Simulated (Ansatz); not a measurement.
Gas-phase electronic energies from Ansatz, PBE0-D4/def2-TZVP geometries. CCSD(T)/CBS adds triple-zeta CCSD(T) − MP2 to the extrapolated MP2 energy (def2 sets, frozen cores). This one scheme is used for every species, atoms too. Open shells (•) are unrestricted, without spin–orbit coupling. Spin–orbit coupling would lower the free atoms: a little for F.

`N#C[SiH](F)Cl` + F• → `N#C[Si](F)Cl`• + H–F  (hydrogen abstraction from the Si–H bond)

```csv
species,SCS-MP2/def2-TZVPP energy (Eh)
`N#C[SiH](F)Cl`,-941.86630
F•,-99.60765
`N#C[Si](F)Cl`•,-941.20501
H–F,-100.33020
```

(1) Work out ΔE.

Largest T1 diagnostic among the species: 0.017.

Answers

(1) ΔE = (-941.20501) + (-100.33020) − (-941.86630) − (-99.60765) = -0.06126 Eh = -160.8 kJ/mol. CCSD(T)/CBS gives -171.2 kJ/mol.

From PBE to PBE0 (25 % exact exchange), in def2-TZVPP and without D4, ΔE moves by +30.0 kJ/mol. Leaving LDA and LC-ωPBE aside and taking each functional with its dispersion term where it has one, the values, not all of them listed here, spread over 70.4 kJ/mol, from PBE-D4 to BHLYP-D4. LDA lies −44.0 kJ/mol from PBE without D4. At CCSD(T), def2-SVP lies +39.0 kJ/mol from the extrapolated value and def2-TZVPP +11.9 kJ/mol.
